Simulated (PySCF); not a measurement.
**A small calculation by hand: oscillator strength and radiative lifetime**

C3H10FNSi, SMILES CC(C)(F)[SiH2]N.

The structure is a stationary point at B3LYP-D3(BJ)/def2-SVP. The structure was generated by enumeration, and PubChem lists no compound with its InChIKey, so it may never have been made. Other conformers were not sampled.

TDA-LC-ωPBE/def2-SVPD (PySCF) puts the first singlet state with f over 0.02 at 6.92 eV (vertical), with the transition dipole (-0.322, -0.232, 0.101) in atomic units.

Find the oscillator strength, the wavelength and the radiative lifetime that this transition would have in vacuum if emission retraced absorption.


|μ|² = 0.1677 au, so |μ| = 1.04 D. ΔE = 6.92/27.211 = 0.2543 hartree. f = (2/3) ΔE |μ|² = 0.028 (the program prints 0.028).
λ = 1239.84/6.92 = 179 nm; ν = 55814 cm⁻¹.
Einstein's coefficient A = 0.6670 ν² f s⁻¹ (ν in cm⁻¹) = 5.9e7 s⁻¹, so τ = 1/A = 17 ns. This state is S1. The figure is the radiative limit of this one transition; relaxation, internal conversion, crossing to triplets and a medium change what is measured.
